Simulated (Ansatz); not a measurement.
Geometry optimisation, Ansatz, RKS BLYP-D4/6-31G*.

Input file:

```yaml
crystal:
  periodic: [false, false, false]
  atoms:
    - { symbol: Si, position_ang: [0.0, 0.0, 0.0] }
    - { symbol: H, position_ang: [0.0, 0.0, 1.46] }
    - { symbol: F, position_ang: [1.4994, 0.0, -0.5295] }
    - { symbol: "N", position_ang: [-0.8572, 1.4851, -0.6061] }
    - { symbol: H, position_ang: [-1.8773, 1.43, -0.8888] }
    - { symbol: H, position_ang: [-0.3367, 2.4058, -0.6766] }
    - { symbol: "N", position_ang: [-0.8572, -1.4851, -0.6061] }
    - { symbol: H, position_ang: [-1.3922, -2.1014, 0.0704] }
    - { symbol: H, position_ang: [-0.8219, -1.7344, -1.6357] }
basis:
  gaussian: { orbitals: "6-31G*" }
hamiltonian:
  xc: blyp
  dispersion: d4
relax:
  f_tol: 0.02
  max_steps: 40
```

Command:

```bash
$ ansatz run input.yaml --threads 1 --pin off --max-ram 2048MiB --backend cpu --events-out ev --progress --plain --runs-dir out
```

Question: Where does it end, and by what steps?

Answer: The run converged. After 9 steps the energy has fallen by 0.615 eV; H8 moved furthest, 0.50 Å.

| step | energy less start (eV) | largest force component (eV/Å) | accepted |
| --- | --- | --- | --- |
| 0 | 0.0000 | 3.412 | yes |
| 1 | -0.4152 | 1.922 | yes |
| 2 | -0.5320 | 0.330 | yes |
| 3 | -0.5723 | 0.548 | yes |
| 4 | -0.5891 | 0.493 | yes |
| 5 | -0.5994 | 0.483 | yes |
| 6 | -0.5998 | 0.157 | yes |
| 7 | -0.6093 | 0.210 | yes |
| 8 | -0.6144 | 0.035 | yes |
| 9 | -0.6145 | 0.015 | yes |

```xyz
9
Properties=species:S:1:pos:R:3
Si -0.102 0.006 0.001
H -0.140 -0.087 1.495
F 1.484 0.084 -0.384
N -0.795 1.369 -0.807
H -1.800 1.526 -0.744
H -0.283 2.250 -0.845
N -0.981 -1.370 -0.548
H -0.925 -2.249 -0.031
H -1.102 -1.529 -1.549
```

Whether the end is a true minimum wasn't checked by a vibrational analysis.

The run took 14 s on 1 thread of Intel(R) Xeon(R) 6975P-C (Granite Rapids), on a shared host, peak memory 0.13 GiB.
